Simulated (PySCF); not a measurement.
# Ruthenium: a sound run and one with changed settings

Sound run: Ru [Kr] 4d7 5s1, Ru+ [Kr] 4d7. Calculation: PySCF 2.14, in def2-TZVP with the def2 core potential (28 electrons) (6s4p3d1f, 40 functions); scalar relativity through the core potential. The sound run starts from symmetry-adapted Hartree-Fock orbitals and uses a fine grid where one is needed.

Changed run: basis STO-3G, all-electron and non-relativistic. This setting is unsound on purpose.

| species | method | sound run (hartree) | changed run (hartree) | converged |
| --- | --- | --- | --- | --- |
| Ru | UHF | -94.12114 | -4397.52156 | yes |
| Ru | TPSS | -94.77890 | -4399.05077 | yes |
| Ru | BP86 | -94.89806 | -4399.57684 | yes |
| Ru+ | UHF | -93.88957 | -4397.40597 | yes |
| Ru+ | TPSS | -94.49923 | -4398.91128 | yes |
| Ru+ | BP86 | -94.60587 | -4399.42507 | yes |

Ionisation energy of Ru:

| method | sound run (eV) | changed run (eV) |
| --- | --- | --- |
| UHF | 6.301 | 3.145 |
| TPSS | 7.610 | 3.796 |
| BP86 | 7.951 | 4.130 |

A minimal basis cannot let orbitals breathe on ionisation and holds almost no correlation. The Hamiltonian changed with the basis, so the totals do not compare.

For comparison, NIST gives 7.361 eV between the lowest levels.
